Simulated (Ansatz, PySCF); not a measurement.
Gas-phase reaction R1 → P1 + P2, each structure at its B3LYP-D3(BJ)/def2-TZVP stationary point, reached from a drawn start (curvature not checked).
R1, GaH3 (SMILES [GaH3]) (charge 0, multiplicity 1):
```xyz
4

Ga     0.00005    -0.00001     0.00012
H      1.56976    -0.00980    -0.00943
H     -0.77638     1.36432    -0.00161
H     -0.79333    -1.35450     0.01102
```
P1: GaH (SMILES [GaH]), charge 0, multiplicity 1.
P2: H2 (SMILES [H][H]), charge 0, multiplicity 1.

P less R. No zero-point or thermal terms; no spin–orbit coupling.

Codes used: Ansatz (a first-principles code); PySCF for the D3/D4 terms. No computed number here is a measurement.

### Question
One of these levels gives 98.4 kJ/mol for the reaction energy. Which?
(A) r2SCAN-D3(BJ)/def2-TZVPP
(B) revPBE-D3(BJ)/def2-TZVPP
(C) BHLYP-D4/def2-TZVPP

### Answer
A, r2SCAN-D3(BJ)/def2-TZVPP. The others give 68.1 (revPBE-D3(BJ)/def2-TZVPP), 83.6 (BHLYP-D4/def2-TZVPP)
